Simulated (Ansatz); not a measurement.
C$_{4}$F$_{5}$ (SMILES FC(F)=[C]C(F)=C(F)F), doublet, at a GFN2-xTB geometry; PBE0/3-21G (Ansatz, a program for electronic structure).

The Ansatz input:
Ansatz 0.2 input:
```yaml
crystal:
  periodic: [false, false, false]
  atoms:
    - {symbol: F, position_ang: [2.75303862, 0.84141409, 0.27355721]}
    - {symbol: C, position_ang: [1.86621234, -0.12970003, 0.44673461]}
    - {symbol: F, position_ang: [2.38997822, -1.05521826, 1.23957711]}
    - {symbol: C, position_ang: [0.66828368, -0.14622884, -0.03593613]}
    - {symbol: C, position_ang: [-0.54593179, -0.20717033, -0.61192545]}
    - {symbol: F, position_ang: [-0.67920932, -0.79433365, -1.81482069]}
    - {symbol: C, position_ang: [-1.71329410, 0.29617516, -0.06241471]}
    - {symbol: F, position_ang: [-2.89647638, 0.23277077, -0.63157634]}
    - {symbol: F, position_ang: [-1.75084455, 0.89998307, 1.10895717]}
basis:
  gaussian:
    orbitals: 3-21G.json
    occupation: {up: {"A'": 25, "A''": 10}, down: {"A'": 25, "A''": 9}}
hamiltonian:
  xc: pbe0
magnetization: {spin_polarized: true, initial_magnetization: 1}
```
The basis file holds 3-21G in the JSON format of the Basis Set Exchange.

What does Ansatz print? Leave out banner, timings and long lists.


```
Functional definition: PBE0
the irreps are read with x along [0.986, -0.150, 0.076], y along [-0.000, 0.454, 0.891] and z along [-0.168, -0.878, 0.447] of the geometry given
943 factors; integrals over basis functions are off by at most 2.4e-4 eV
mean field evaluation 1: about -17609.1241 eV, gradient 3.2e1 eV
mean field evaluation 2: about -17613.6615 eV, gradient 2.6e0 eV
mean field evaluation 4: about -17614.0553 eV, gradient 4.3e-1 eV
mean field evaluation 8: about -17614.0569 eV, gradient 2.8e-5 eV
mean field -17614.05694071 eV, -647.3046533343 hartree, gradient 2.1e-6 eV, S^2 0.779424; 0 other end points of the search recorded, 0 dependent functions left out
reference -17614.05695268 eV, -647.3046537744 hartree; 35, 34 occupied and 46, 47 virtual orbitals, 943 factors
Total energy: -17614.05695268 eV, -647.3046537744 hartree
```
